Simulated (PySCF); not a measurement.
## Working out the excitation energy of B⁺

B⁺ [He] 2s2 (1S) → B⁺ [He] 2s1 2p1 (3P). All numbers are calculated (PySCF 2.14, the non-relativistic Hamiltonian (point nucleus), in dyall-av2z (11s7p2d, 42 functions)). Frozen: 1s2; the 8 highest virtual orbitals dropped. Energies in hartree (1 hartree = 27.21139 eV):

| part | B⁺ (lower) | B⁺ (upper) |
| --- | --- | --- |
| UHF | -24.236508 | -24.121366 |
| CCSD correlation | -0.060545 | -0.004403 |
| (T) | 0.000000 | 0.000000 |

What does Hartree-Fock give?

(-24.121366) − (-24.236508) = 0.115142 hartree = 3.133 eV.

What do CCSD and CCSD(T) give?

The CCSD correlation energies differ by 0.056142 hartree = 1.528 eV and the triples by 0.000000 hartree = 0.000 eV, so CCSD gives 4.661 eV and CCSD(T) 4.661 eV.

Measured between the centres of the two terms (NIST): 4.631 eV, so CCSD(T) (valence) is off by 0.030 eV.

A double-zeta basis recovers only part of the correlation energy.

The coupled-cluster amplitudes are large, so a single reference is strained.

What remains against the reference includes basis incompleteness, the frozen core and higher excitations.
